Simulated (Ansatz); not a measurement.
Z-matrix (Å, degrees):
```
Si
Si 1 2.3366
H 2 1.4960 1 111.31
H 2 1.4960 3 108.04 1 -122.51
S 2 2.1550 3 111.32 4 -122.52
H 5 1.3525 2 96.18 3 60.31
Si 1 2.3412 2 109.92 3 -60.30
H 7 1.4952 1 109.80 2 180.00
H 7 1.4955 8 108.91 1 -120.70
H 7 1.4955 8 108.91 9 -118.59
Si 1 2.3432 2 107.91 3 60.33
H 11 1.4939 1 109.98 2 63.59
H 11 1.4953 12 109.28 1 120.59
H 11 1.4959 12 109.04 13 118.89
Si 1 2.3432 2 107.91 3 179.07
H 15 1.4939 1 109.98 2 -63.59
H 15 1.4953 16 109.28 1 -120.59
H 15 1.4959 16 109.04 17 -118.89
```
Charge 0, spin multiplicity 1.

These are Ansatz (a program for electronic structure) with frozen-core CCSD(T)/cc-pVTZ // PBE0-D3(BJ)/def2-SVP values and carry that method's errors.

| Property | Value |
|---|---|
| HF energy | -1849.29163 Ha |
| MP2 correlation energy | -0.81340 Ha |

**Question.** Estimate the CCSD correlation energy, the (T) correction, the total energy and the T1 diagnostic.

**Answer.** 
```
Quantity                          Value
-----------------------  --------------
CCSD correlation energy     -0.92814 Ha
(T) correction              -0.03823 Ha
CCSD(T) total energy     -1850.25801 Ha
T1 diagnostic                     0.013
```
